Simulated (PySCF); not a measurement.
# One molecule, several mistakes: BGeH5N cation

These are calculations, not measurements. They come from PySCF 2.14.0, an open-source quantum chemistry program, on an isolated molecule that a program drew, which may never have been made. The molecule is BGeH5N cation (charge +1, singlet), drawn as the SMILES string `N[BH][GeH2+]`.

Each row is a Hartree-Fock (HF) and frozen-core CCSD(T) single point in the cc-pVDZ basis, meant for a local HF minimum. Run 1 is clean. Each other run has one planted mistake out of seven kinds, and not every kind appears here: one electron removed, one electron added, multiplicity raised by two, geometry at a saddle point, minimal basis STO-3G, one bond length entered in bohr, all coordinates scaled. The reference is restricted for singlets and unrestricted otherwise, and also for a bond in bohr. Adding or removing an electron swaps singlet and doublet. Electrons count all cores. HOMO and LUMO are orbital energies over both spins, the gradient is its largest component, and the lowest frequency (negative if imaginary) is given only where the gradient is small. Bond lengths are over the 7 bonds as drawn. T1 is the CCSD diagnostic: over 0.02 (restricted) or 0.045 (unrestricted) a single reference is doubtful. Germanium has the cc-pVDZ-PP basis, with a core potential (ECP10MDF) in place of its 10 inner electrons, and its 3s, 3p and 3d shells are frozen in CCSD(T).

Geometry of the clean run:
```xyz
8
BGeH5N cation, angstrom
N     0.7299    0.8219   -1.5931
B     0.4921   -0.1346   -0.6527
Ge   -0.8299   -1.7224   -1.1598
H     0.3449    0.8574   -2.5163
H     1.3445    1.5925   -1.3980
H     0.9587   -0.1650    0.4379
H    -1.4535   -1.9271   -2.5348
H    -1.2684   -2.8000   -0.1819
```

| run | electrons | basis functions | <S^2> | HOMO (eV) | LUMO (eV) | gradient (hartree/bohr) | lowest frequency (cm^-1) | mean bond (Å) | longest bond (Å) | T1 | HF (hartree) | CCSD(T) (hartree) | mistake |
|---|---|---|---|---|---|---|---|---|---|---|---|---|---|
| 1 | 48 | 76 | 0.000 | -16.85 | -5.82 | 1.3e-05 | 41 | 1.3893 | 2.127 | 0.0172 | -375.18912 | -375.56966 | no fault |
| 2 | 48 | 76 | 0.893 | -15.35 | -6.03 | 1.1e-02 | - | 1.5825 | 2.872 | 0.0379 | -375.09014 | -375.45499 | one bond length entered in bohr |
| 3 | 48 | 76 | 2.018 | -12.26 | -7.55 | 1.5e-01 | - | 1.3893 | 2.127 | 0.0171 | -375.07050 | -375.41703 | multiplicity raised by two |
| 4 | 49 | 76 | 0.767 | -7.14 | 1.64 | 3.6e-02 | - | 1.3893 | 2.127 | 0.0150 | -375.42650 | -375.81950 | ? |
| 5 | 47 | 76 | 0.757 | -23.06 | -13.32 | 9.9e-02 | - | 1.3893 | 2.127 | 0.0164 | -374.64154 | -374.96522 | ? |

**Which mistake was planted in run 4, and what did it cost?**

It counts 49 electrons, one more than the clean run, at the same geometry and basis. So the mistake is: one electron added. Subtracting run 1 and multiplying by 627.51 kcal/mol a hartree, the energy moved by -149.0 kcal/mol in HF and -156.8 kcal/mol in CCSD(T).

**Which mistake was planted in run 5, and what did it cost?**

It counts 47 electrons, one fewer than the clean run, at the same geometry and basis. So the mistake is: one electron removed. Subtracting run 1 and multiplying by 627.51 kcal/mol a hartree, the energy moved by 343.6 kcal/mol in HF and 379.3 kcal/mol in CCSD(T).

